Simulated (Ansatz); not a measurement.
Total energies of CdMeCl (CH₃CdCl) from Ansatz at PBE-D4/def2-TZVP, gas phase (1 Eh = 27.2114 eV = 2625.5 kJ/mol). The reference geometry is relaxed at PBE0-D4/def2-TZVP.

```tsv
state	geometry	energy (Eh)
charge 0 singlet	reference	-667.71123
charge 1 doublet	reference	-667.33856
free Cd atom (singlet)	–	-167.78889
free C atom (triplet)	–	-37.79597
free H atom (doublet)	–	-0.49962
free Cl atom (doublet)	–	-459.95840
```

In the def2 sets Cd takes a core potential; there is no spin–orbit coupling.

Problem. Work out the vertical ionisation energy to the doublet.

Solution. E(charge 1 doublet) − E(charge 0 singlet) = -667.33856 − (-667.71123) = 0.37267 Eh = 10.14 eV. For comparison, −ε of the highest occupied level is 6.96 eV at this level, 3.18 eV less.

Problem. What is the binding energy per atom against free atoms?

Solution. Atoms: 1 × (-167.78889) + 1 × (-37.79597) + 3 × (-0.49962) + 1 × (-459.95840) = -667.04212 Eh. Binding: -667.04212 − (-667.71123) = 0.66911 Eh = 18.21 eV, or 3.03 eV for each of 6 atoms (no zero-point energy, no counterpoise term).

At PBE-D4/def2-TZVP the gap within one spin of the charge 1 doublet nearly closes, so an electron or hole may be smeared out by delocalisation error.
